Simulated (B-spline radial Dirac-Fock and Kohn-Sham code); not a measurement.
# Magnetic form factor of the 5d shell of La

System: neutral lanthanum, [Xe] 4f1 5d1 6s1 (not the ground configuration).

Level of theory: relativistic Hartree-Fock (Dirac-Fock) wave functions, averaged over the configuration; an atomic code on a B-spline grid. ⟨j_K⟩ is the integral of the 5d radial density with the spherical Bessel function j_K(4πsr), s = sin θ/λ.

```tsv
s (Å⁻¹)	⟨j0⟩	⟨j2⟩	⟨j4⟩
0	1.0000	0.0000	0.0000
0.05	0.7395	0.0959	0.0058
0.1	0.3288	0.1965	0.0430
0.15	0.0909	0.1904	0.0833
0.2	-0.0009	0.1382	0.0983
0.25	-0.0233	0.0856	0.0928
0.3	-0.0197	0.0463	0.0776
0.35	-0.0095	0.0209	0.0600
0.4	0.0000	0.0062	0.0435
0.45	0.0064	-0.0009	0.0297
0.5	0.0096	-0.0034	0.0190
0.6	0.0098	-0.0019	0.0056
0.7	0.0064	0.0016	0.0002
0.8	0.0029	0.0039	-0.0010
0.9	0.0006	0.0047	-0.0003
1	-0.0005	0.0044	0.0009
1.1	-0.0008	0.0035	0.0019
1.2	-0.0005	0.0024	0.0025
1.4	0.0004	0.0008	0.0026
1.6	0.0011	0.0000	0.0019
```

Radial moments of the shell: ⟨r²⟩ = 17.02, ⟨r⁴⟩ = 612.0, ⟨r⁶⟩ = 39720 in powers of bohr.

Values without a named source are computed, but for edge energies of neutral atoms, which are taken from tables.
